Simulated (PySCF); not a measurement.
Species: Pd(PH3)2 (singlet state).
Bonds: Pd1–P2, Pd1–P6. Hydrogens: H3, H4, H5 on P2; H7, H8, H9 on P6.

Method: PBE0-D3(BJ)/def2-SVP geometry optimisation, gas phase, def2 core potentials past Kr (PySCF 2.14.0).

**Question.** Give the optimised bond lengths and angles.

**Answer.** 
```csv
bond,length (pm)
"Pd1–P2, Pd1–P6",226.2
P2–H3 and 5 like bonds,142.3
```

Bonds in one row agree within 1 pm and their mean is given. A selection of angles:
```csv
angle,degrees
P2–Pd1–P6,179.0
Pd1–P2–H3,120.8
H3–P2–H4,95.9
```

P2 (phosphorus bonded to Pd and 3 H) has angles from 95.9° to 121.4°.

Point group: near D3d, missed by 0.13 Å at most; the miss may be what the optimiser left on a soft mode (D3 holds within 0.08 Å). No PBE0-D3(BJ)/def2-SVP frequencies stand behind this structure, so it isn't proved a minimum.

On x86-64 server, one thread, on a shared host, this took 35 s. This is the geometry optimisation.
